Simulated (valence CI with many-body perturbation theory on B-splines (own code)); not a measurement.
**E1 line list for Ne2+**

Calculated by relativistic CI+MBPT: six valence electrons over a frozen Dirac-Fock core [He], a basis of 9 s, 9 p, 8 d, 6 f, 3 g, 1 h functions for each j, with the one-electron correlation potential Σ1 (screened to all orders), the two-electron term Σ2, the three-electron term Σ3, Breit, model QED; selected single and double excitations, second order for the rest, scaled by the run's own slope (own B-spline code, finite nucleus).

Against 22 measured levels this calculation errs by 210 cm⁻¹ on average and by 486 at most. These come from a selection out of Moore, Atomic Energy Levels, vol. I, NSRDS-NBS 35 (1971 reprint of NBS Circular 467, 1949), an old analysis. Levels without a partner in it may be off by more. Among the levels kept, up to 2000 cm⁻¹ of a level comes from second order outside the variational space, and about a tenth of that is noise between levels of different J, which matters for small intervals.

Lines 101 to 150 of 206 in falling wavelength, among levels below 50.230 eV, chosen from the strongest by gf and those to the six lowest levels. Wavelengths and rates use the calculated energies, so an error of 200 cm⁻¹ moves a line at 67.11 nm by 0.13 % and its rate by three times that or more. Electric multipoles are in the length gauge, E1 and E2 with the static RPA response of the core. Weak lines are less certain than strong ones. Lines between different terms over intervals too small for the method are left out, as are lines whose strength nearly cancels. The highest levels of a list are the least certain.

Letters in brackets count levels of one name in rising energy.

| λ vac (nm) | λ from measured levels | Upper | Lower | A (s⁻¹) | S (a.u.) |
| --- | --- | --- | --- | --- | --- |
| 200.5 |  | 2s2 2p3 3d 3D°_3 | 2s2 2p3 3p 5P_3 | 8.08e+03 | 2.25e-04 |
| 200.4 |  | 2s2 2p3 3d 3D°_3 | 2s2 2p3 3p 5P_2 | 4.61e+04 | 1.28e-03 |
| 200.2 |  | 2s2 2p3 3d 3D°_2 | 2s2 2p3 3p 5P_1 | 1.43e+04 | 2.84e-04 |
| 145.4 |  | 2s2 2p3 3p 1P_1 | 2s2 2p3 3s 3S°_1 | 4.78e+04 | 2.18e-04 |
| 125.2 |  | 2s2 2p3 3p 3P_2 [b] | 2s2 2p3 3s 3S°_1 | 1.38e+08 | 6.70e-01 |
| 125.1 |  | 2s2 2p3 3p 3P_0 [b] | 2s2 2p3 3s 3S°_1 | 1.38e+08 | 1.33e-01 |
| 125.1 |  | 2s2 2p3 3p 3P_1 [b] | 2s2 2p3 3s 3S°_1 | 1.36e+08 | 3.93e-01 |
| 102.2 |  | 2s2 2p3 3p 1P_1 | 2s 2p5 1P°_1 | 1.76e+07 | 2.79e-02 |
| 101.1 |  | 2s2 2p3 3p 3D_1 | 2s 2p5 1P°_1 | 7.55e+05 | 1.16e-03 |
| 98.73 |  | 2s2 2p3 3p 3F_2 | 2s 2p5 1P°_1 | 4.35e+04 | 1.03e-04 |
| 69.75 |  | 2s2 2p3 3p 5P_1 | 2s 2p5 3P°_2 | 7.24e+03 | 3.64e-06 |
| 69.73 |  | 2s2 2p3 3p 5P_2 | 2s 2p5 3P°_2 | 1.59e+02 | 1.33e-07 |
| 69.72 |  | 2s2 2p3 3p 5P_3 | 2s 2p5 3P°_2 | 4.30e+03 | 5.04e-06 |
| 67.11 | 67.05 | 2s 2p5 3P°_1 | 2s2 2p4 1S_0 | 8.70e+04 | 3.89e-05 |
| 66.19 | 65.98 | 2s2 2p3 3p 3P_1 [a] | 2s 2p5 3P°_0 | 8.36e+05 | 3.59e-04 |
| 66.12 |  | 2s2 2p3 3p 3P_0 [a] | 2s 2p5 3P°_1 | 2.37e+06 | 3.37e-04 |
| 66.11 | 65.84 | 2s2 2p3 3p 3P_1 [a] | 2s 2p5 3P°_1 | 4.97e+05 | 2.13e-04 |
| 66.10 |  | 2s2 2p3 3p 3P_2 [a] | 2s 2p5 3P°_1 | 6.73e+05 | 4.80e-04 |
| 65.87 |  | 2s2 2p3 3p 3P_1 [a] | 2s 2p5 3P°_2 | 1.12e+06 | 4.73e-04 |
| 65.86 |  | 2s2 2p3 3p 3P_2 [a] | 2s 2p5 3P°_2 | 1.73e+06 | 1.22e-03 |
| 56.03 |  | 2s 2p5 3P°_2 | 2s2 2p4 1D_2 | 5.41e+05 | 2.35e-04 |
| 55.86 | 55.85 | 2s 2p5 3P°_1 | 2s2 2p4 1D_2 | 5.45e+04 | 1.41e-05 |
| 54.74 |  | 2s2 2p3 3p 1P_1 | 2s 2p5 3P°_1 | 2.80e+05 | 6.80e-05 |
| 54.57 |  | 2s2 2p3 3p 1P_1 | 2s 2p5 3P°_2 | 8.38e+03 | 2.02e-06 |
| 54.47 | 54.39 | 2s2 2p3 3p 3D_1 | 2s 2p5 3P°_0 | 6.11e+06 | 1.46e-03 |
| 54.42 | 54.29 | 2s2 2p3 3p 3D_1 | 2s 2p5 3P°_1 | 4.18e+06 | 9.98e-04 |
| 54.41 | 54.29 | 2s2 2p3 3p 3D_2 | 2s 2p5 3P°_1 | 8.47e+06 | 3.37e-03 |
| 54.25 |  | 2s2 2p3 3p 3D_1 | 2s 2p5 3P°_2 | 2.91e+05 | 6.88e-05 |
| 54.25 |  | 2s2 2p3 3p 3D_2 | 2s 2p5 3P°_2 | 2.57e+06 | 1.01e-03 |
| 54.24 |  | 2s2 2p3 3p 3D_3 | 2s 2p5 3P°_2 | 1.18e+07 | 6.51e-03 |
| 53.56 |  | 2s2 2p3 3p 3F_3 | 2s 2p5 3P°_2 | 1.46e+05 | 7.75e-05 |
| 53.56 |  | 2s2 2p3 3p 3F_2 | 2s 2p5 3P°_2 | 2.72e+04 | 1.03e-05 |
| 53.16 |  | 2s2 2p3 3p 1F_3 | 2s 2p5 3P°_2 | 7.86e+04 | 4.08e-05 |
| 51.63 | 51.58 | 2s2 2p3 3p 3P_1 [b] | 2s 2p5 3P°_0 | 3.67e+07 | 7.48e-03 |
| 51.60 | 51.52 | 2s2 2p3 3p 3P_2 [b] | 2s 2p5 3P°_1 | 2.88e+07 | 9.78e-03 |
| 51.58 | 51.48 | 2s2 2p3 3p 3P_0 [b] | 2s 2p5 3P°_1 | 1.20e+08 | 8.16e-03 |
| 51.58 | 51.49 | 2s2 2p3 3p 3P_1 [b] | 2s 2p5 3P°_1 | 2.57e+07 | 5.23e-03 |
| 51.46 |  | 2s2 2p3 3p 3P_2 [b] | 2s 2p5 3P°_2 | 8.70e+07 | 2.92e-02 |
| 51.43 |  | 2s2 2p3 3p 3P_1 [b] | 2s 2p5 3P°_2 | 5.75e+07 | 1.16e-02 |
| 49.06 |  | 2s 2p5 3P°_2 | 2s2 2p4 3P_1 | 1.21e+09 | 3.53e-01 |
| 48.99 | 49.03 | 2s 2p5 3P°_1 | 2s2 2p4 3P_0 | 1.62e+09 | 2.81e-01 |
| 48.93 | 48.96 | 2s 2p5 3P°_1 | 2s2 2p4 3P_1 | 1.22e+09 | 2.12e-01 |
| 48.91 |  | 2s 2p5 3P°_2 | 2s2 2p4 3P_2 | 3.68e+09 | 1.06e+00 |
| 48.89 | 48.89 | 2s 2p5 3P°_0 | 2s2 2p4 3P_1 | 4.88e+09 | 2.81e-01 |
| 48.78 | 48.81 | 2s 2p5 3P°_1 | 2s2 2p4 3P_2 | 2.06e+09 | 3.54e-01 |
| 42.76 |  | 2s 2p5 1P°_1 | 2s2 2p4 1S_0 | 7.61e+08 | 8.81e-02 |
| 38.03 |  | 2s2 2p3 3s 3S°_1 | 2s2 2p4 1S_0 | 1.25e+04 | 1.02e-06 |
| 37.89 |  | 2s 2p5 1P°_1 | 2s2 2p4 1D_2 | 1.93e+10 | 1.56e+00 |
| 35.30 |  | 2s2 2p3 3s 5S°_2 | 2s2 2p4 1D_2 | 6.55e+01 | 7.10e-09 |
| 34.60 |  | 2s 2p5 1P°_1 | 2s2 2p4 3P_0 | 6.00e+04 | 3.68e-06 |
